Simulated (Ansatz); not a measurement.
C$_{4}$H$_{5}$B, SMILES `BC=C=C=C` at its PBE0-D4/def2-TZVP geometry, where that method's forces vanish. Charge 0, multiplicity 1.

```xyz
10

B     1.9468   -0.5614   -1.0637
C     0.8714    0.5254   -0.9591
C    -0.1521    0.3842   -0.1282
C    -1.1118    0.2156    0.6730
C    -2.1104    0.0410    1.5060
H     1.8577   -1.5429   -0.3879
H     2.8683   -0.4299   -1.8152
H     0.9099    1.4370   -1.5541
H    -2.1853   -0.8537    2.1169
H    -2.8945    0.7847    1.6123
```

(1) What forces (eV/Å) does ωB97M-V/def2-TZVPP give on these atoms in the Gaussian-basis code of Ansatz? (Estimate.)

Answers

(1) Ansatz gave: 
```
B1   0.107 -0.129  0.003
C2  -0.095  0.122 -0.006
C3   0.365  0.041 -0.291
C4  -0.372 -0.069  0.313
C5  -0.003  0.000  0.002
H6   0.011  0.124 -0.085
H7  -0.119 -0.025  0.102
H8  -0.025 -0.087  0.072
H9   0.033  0.088 -0.079
H10  0.098 -0.064 -0.031
```
